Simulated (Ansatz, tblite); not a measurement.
Cost and result up the ladder for Ta2O4⁺ (the lowest doublet isomer of a short search) (6 atoms). The state is a doublet with charge 1. Geometry: r2SCAN-D4/def2-SVP.

```csv
atom,x (Å),y (Å),z (Å)
Ta1,0.8528,-0.2244,-1.1271
Ta2,-1.3176,-0.1956,0.5246
O3,-0.0501,-1.5534,-0.0382
O4,-0.6979,0.6167,1.8938
O5,2.0221,0.5804,-0.1765
O6,-0.8093,0.7764,-1.0766
```

Ansatz on 4 threads of Arm Neoverse V2 on a shared host; xTB runs through tblite on one thread. Times are rough, summed over both states, and most runs start from the orbitals of an earlier one. PBE0-D4/def2-TZVP serves as the yardstick here, not as an exact answer. Differences are given only for rows in sets of like size (and for xTB, whose basis is part of the method), since another set adds its own error. The other state is a quartet at its own geometry.

In the def2 sets Ta takes a core potential; there is no spin–orbit coupling. The xTB rows come from tblite. HSE06 is defined as in plane-wave codes, on full-range PBE exchange. Correlated methods freeze 4 core orbitals; core or outer-core shells of Ta are correlated, in sets that lack core-valence functions. The rows differ in basis, and correlated rows in double-zeta sets carry the largest basis error. In CCSD on the charge 1 doublet the largest single amplitude is 0.31, so its Hartree–Fock determinant may place the open shell otherwise than the density functionals do. The structure comes from a short search, and lower isomers may exist.

Second-order perturbation terms are unreliable where d shells bring near-degenerate states, and here MP2/def2-TZVP lies more than 0.4 eV from the median of the functionals without such a term.

Correlated methods converge slowly with the basis, most of all in double-zeta sets (MP2 moves by -0.07 eV from def2-SVP to def2-TZVP here).

xTB has no spin-polarisation term.

```json
{"level": "HSE06-D4/def2-TZVP", "functions": "204", "quartet − doublet (eV)": "2.76", "difference from PBE0-D4/def2-TZVP (eV)": "0.03"}
{"level": "CCSD(T)/def2-SVP", "functions": "120", "quartet − doublet (eV)": "2.78", "difference from PBE0-D4/def2-TZVP (eV)": "–"}
{"level": "GFN1-xTB", "functions": "34", "quartet − doublet (eV)": "4.25", "difference from PBE0-D4/def2-TZVP (eV)": "1.52"}
{"level": "r2SCAN-D4/def2-TZVP", "functions": "204", "quartet − doublet (eV)": "2.83", "difference from PBE0-D4/def2-TZVP (eV)": "0.10"}
{"level": "revPBE-D4/def2-TZVP", "functions": "204", "quartet − doublet (eV)": "3.18", "difference from PBE0-D4/def2-TZVP (eV)": "0.45"}
{"level": "GFN2-xTB", "functions": "34", "quartet − doublet (eV)": "1.50", "difference from PBE0-D4/def2-TZVP (eV)": "-1.23"}
{"level": "PBE-D4/def2-TZVP (with forces)", "functions": "204", "quartet − doublet (eV)": "3.28", "difference from PBE0-D4/def2-TZVP (eV)": "0.55"}
{"level": "MP2/def2-TZVP", "functions": "204", "quartet − doublet (eV)": "3.52", "difference from PBE0-D4/def2-TZVP (eV)": "0.78"}
{"level": "PBE0-D4/def2-TZVP", "functions": "204", "quartet − doublet (eV)": "2.73", "difference from PBE0-D4/def2-TZVP (eV)": "0.00"}
```

Task: Estimate how long each takes.

Result: GFN1-xTB 0.009 s; GFN2-xTB 0.012 s; PBE-D4/def2-TZVP (with forces) 15 s; revPBE-D4/def2-TZVP 15 s; MP2/def2-TZVP 16 s; HSE06-D4/def2-TZVP 24 s; PBE0-D4/def2-TZVP 25 s; r2SCAN-D4/def2-TZVP 38 s; CCSD(T)/def2-SVP 4.6 min. On shared hardware such times vary by a factor of up to 3.
